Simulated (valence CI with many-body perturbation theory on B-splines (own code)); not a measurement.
## Mn²⁺: electric-dipole lines

Level of theory: relativistic CI+MBPT: five valence electrons over a frozen Dirac-Fock core [Ar], radial functions for each j: 7 s, 7 p, 8 d, 6 f, 4 g, 1 h, with the one-electron correlation potential Σ1, the two-electron term Σ2, the three-electron term Σ3, Breit, model QED; selected CI, second order for the rest, scaled by the run's own slope (own B-spline code, finite nucleus).

Set against measurement, 66 paired levels are off by 3392 cm⁻¹ on average, the worst by 6534. These come from a selection out of Corliss and Sugar, J. Phys. Chem. Ref. Data 6, 1253 (1977). Levels without a partner in it may be off by more, other configurations by 1,000 to 8,000 cm⁻¹. Among the levels kept, up to 2300 cm⁻¹ of a level comes from second order outside the variational space, and about a tenth of that is noise between levels of different J, which matters for small intervals.

Lines 1 to 50 of 573 in falling wavelength, among levels below 142176 cm⁻¹, chosen from the strongest by gf and those to the six lowest levels. Wavelengths and rates use the calculated energies, so an error of 3000 cm⁻¹ moves a line at 288.5 nm by 8.7 % and its rate by three times that or more. Electric multipoles are in the length gauge, E1 and E2 with the static RPA response of the core. Weak lines are less certain than strong ones. Lines between different terms over intervals too small for the method are left out, as are lines whose strength nearly cancels. Where a level lies close to another of its J and parity, the split of strength between their lines is uncertain.

Names give the largest LS component (configuration and term), which can be under half, so a name can repeat, a term be missing and a line seem to break the LS rules; names also repeat where a configuration has a term twice. Letters in brackets count levels of one name in rising energy.

| λ vac (nm) | Upper | Lower | A (s⁻¹) | S (a.u.) with core polarisation | S without |
| --- | --- | --- | --- | --- | --- |
| 288.5 | 3d4 4p 2D°_5/2 [a] | 3d4 4s 2D_5/2 [a] | 1.68e+07 | 1.19e+00 | 1.29e+00 |
| 279.9 | 3d4 4p 2F°_5/2 [a] | 3d4 4s 2D_3/2 [a] | 1.72e+07 | 1.12e+00 | 1.21e+00 |
| 276.8 | 3d4 4p 2F°_7/2 [a] | 3d4 4s 2D_5/2 [a] | 2.13e+07 | 1.78e+00 | 1.92e+00 |
| 260.6 | 3d4 4p 2I°_13/2 [a] | 3d4 4s 2I_13/2 | 1.10e+07 | 1.34e+00 | 1.45e+00 |
| 256.4 | 3d4 4p 2H°_9/2 [a] | 3d4 4s 2G_7/2 [b] | 2.47e+07 | 2.05e+00 | 2.22e+00 |
| 253.5 | 3d4 4p 2H°_11/2 [a] | 3d4 4s 2G_9/2 [b] | 2.64e+07 | 2.55e+00 | 2.75e+00 |
| 250.4 | 3d4 4p 2G°_7/2 [a] | 3d4 4s 2F_5/2 [a] | 4.04e+07 | 2.50e+00 | 2.69e+00 |
| 250.0 | 3d4 4p 2G°_9/2 [a] | 3d4 4s 2F_7/2 [a] | 4.98e+07 | 3.84e+00 | 4.14e+00 |
| 249.6 | 3d4 4p 4P°_1/2 [a] | 3d4 4s 4D_3/2 [a] | 1.03e+08 | 1.58e+00 | 1.70e+00 |
| 248.5 | 3d4 4p 4P°_1/2 [a] | 3d4 4s 4D_1/2 [a] | 1.12e+08 | 1.69e+00 | 1.82e+00 |
| 248.4 | 3d4 4p 4P°_3/2 [a] | 3d4 4s 4D_5/2 [a] | 1.22e+08 | 3.69e+00 | 3.96e+00 |
| 247.9 | 3d4 4p 4G°_7/2 [a] | 3d4 4s 2F_5/2 [a] | 1.88e+07 | 1.13e+00 | 1.21e+00 |
| 246.9 | 3d4 4p 4P°_3/2 [a] | 3d4 4s 4D_3/2 [a] | 7.21e+07 | 2.14e+00 | 2.30e+00 |
| 246.7 | 3d4 4p 4P°_5/2 [a] | 3d4 4s 4D_7/2 [a] | 1.40e+08 | 6.22e+00 | 6.68e+00 |
| 246.6 | 3d4 4p 4H°_9/2 [a] | 3d4 4s 4G_7/2 | 3.51e+07 | 2.60e+00 | 2.81e+00 |
| 246.6 | 3d4 4p 4H°_7/2 [a] | 3d4 4s 4G_5/2 | 3.78e+07 | 2.24e+00 | 2.42e+00 |
| 246.4 | 3d4 4p 4G°_9/2 [a] | 3d4 4s 2F_7/2 [a] | 2.84e+07 | 2.10e+00 | 2.26e+00 |
| 246.3 | 3d4 4p 4H°_11/2 [a] | 3d4 4s 4G_9/2 | 3.34e+07 | 2.96e+00 | 3.21e+00 |
| 245.1 | 3d4 4p 4H°_13/2 [a] | 3d4 4s 4G_11/2 | 3.34e+07 | 3.40e+00 | 3.68e+00 |
| 244.6 | 3d4 4p 4P°_5/2 [a] | 3d4 4s 4D_5/2 [a] | 4.08e+07 | 1.77e+00 | 1.90e+00 |
| 243.0 | 3d4 4p 6D°_5/2 | 3d4 4s 4D_7/2 [a] | 7.53e+07 | 3.20e+00 | 3.43e+00 |
| 241.9 | 3d4 4p 6D°_3/2 | 3d4 4s 4D_5/2 [a] | 4.20e+07 | 1.17e+00 | 1.26e+00 |
| 240.5 | 3d4 4p 2H°_9/2 [a] | 3d4 4s 2G_7/2 [a] | 1.40e+07 | 9.58e-01 | 1.03e+00 |
| 240.0 | 3d4 4p 2G°_7/2 [b] | 3d4 4s 2G_7/2 [b] | 2.45e+07 | 1.34e+00 | 1.44e+00 |
| 240.0 | 3d4 4p 4D°_7/2 [c] | 3d4 4s 2G_9/2 [a] | 3.56e+07 | 1.94e+00 | 2.09e+00 |
| 238.6 | 3d4 4p 4D°_5/2 [c] | 3d4 4s 2G_7/2 [a] | 6.74e+07 | 2.71e+00 | 2.91e+00 |
| 238.4 | 3d4 4p 2G°_9/2 [b] | 3d4 4s 2G_9/2 [b] | 2.06e+07 | 1.38e+00 | 1.49e+00 |
| 238.3 | 3d4 4p 4F°_5/2 [c] | 3d4 4s 4D_3/2 [b] | 2.74e+07 | 1.10e+00 | 1.19e+00 |
| 237.9 | 3d4 4p 4F°_9/2 [c] | 3d4 4s 4D_7/2 [b] | 3.03e+07 | 2.01e+00 | 2.18e+00 |
| 237.8 | 3d4 4p 4F°_7/2 [c] | 3d4 4s 4D_5/2 [b] | 2.88e+07 | 1.53e+00 | 1.65e+00 |
| 237.5 | 3d4 4p 2G°_9/2 [a] | 3d4 4s 2H_11/2 | 9.96e+07 | 6.59e+00 | 7.09e+00 |
| 236.9 | 3d4 4p 4P°_3/2 [b] | 3d4 4s 2F_5/2 [a] | 3.60e+07 | 9.44e-01 | 1.01e+00 |
| 236.7 | 3d4 4p 2S°_1/2 | 3d4 4s 2P_1/2 [a] | 1.22e+08 | 1.59e+00 | 1.71e+00 |
| 236.6 | 3d4 4p 2H°_9/2 [b] | 3d4 4s 2I_11/2 | 2.70e+07 | 1.76e+00 | 1.91e+00 |
| 236.4 | 3d4 4p 2F°_5/2 [a] | 3d4 4s 2G_7/2 [a] | 8.63e+07 | 3.38e+00 | 3.63e+00 |
| 236.4 | 3d4 4p 2G°_7/2 [a] | 3d4 4s 2H_9/2 | 1.08e+08 | 5.61e+00 | 6.03e+00 |
| 236.3 | 3d4 4p 2F°_7/2 [a] | 3d4 4s 2G_9/2 [a] | 7.38e+07 | 3.85e+00 | 4.14e+00 |
| 236.3 | 3d4 4p 2H°_11/2 [b] | 3d4 4s 2I_13/2 | 2.92e+07 | 2.28e+00 | 2.47e+00 |
| 236.1 | 3d4 4p 2D°_3/2 [a] | 3d4 4s 2F_5/2 [a] | 8.70e+07 | 2.26e+00 | 2.43e+00 |
| 234.7 | 3d4 4p 4F°_5/2 [b] | 3d4 4s 2F_7/2 [a] | 7.77e+07 | 2.97e+00 | 3.20e+00 |
| 234.3 | 3d4 4p 4G°_9/2 [a] | 3d4 4s 2H_11/2 | 6.09e+07 | 3.87e+00 | 4.15e+00 |
| 234.1 | 3d4 4p 4G°_7/2 [a] | 3d4 4s 2H_9/2 | 5.86e+07 | 2.97e+00 | 3.19e+00 |
| 233.5 | 3d4 4p 4D°_7/2 [b] | 3d4 4s 2H_9/2 | 2.51e+07 | 1.26e+00 | 1.36e+00 |
| 232.2 | 3d4 4p 4F°_3/2 [b] | 3d4 4s 2F_5/2 [a] | 5.97e+07 | 1.48e+00 | 1.59e+00 |
| 232.2 | 3d4 4p 2G°_9/2 [a] | 3d4 4s 4G_9/2 | 2.62e+07 | 1.62e+00 | 1.75e+00 |
| 232.0 | 3d4 4p 2G°_7/2 [a] | 3d4 4s 4G_7/2 | 2.39e+07 | 1.18e+00 | 1.27e+00 |
| 231.4 | 3d4 4p 2D°_5/2 [a] | 3d4 4s 2F_7/2 [a] | 1.40e+08 | 5.14e+00 | 5.52e+00 |
| 230.8 | 3d4 4p 4G°_5/2 [a] | 3d4 4s 4G_5/2 | 5.63e+07 | 2.05e+00 | 2.22e+00 |
| 230.2 | 3d4 4p 4P°_1/2 [b] | 3d4 4s 2P_1/2 [a] | 9.22e+07 | 1.11e+00 | 1.19e+00 |
| 230.0 | 3d4 4p 4F°_7/2 [a] | 3d4 4s 4D_7/2 [a] | 3.75e+07 | 1.80e+00 | 1.93e+00 |
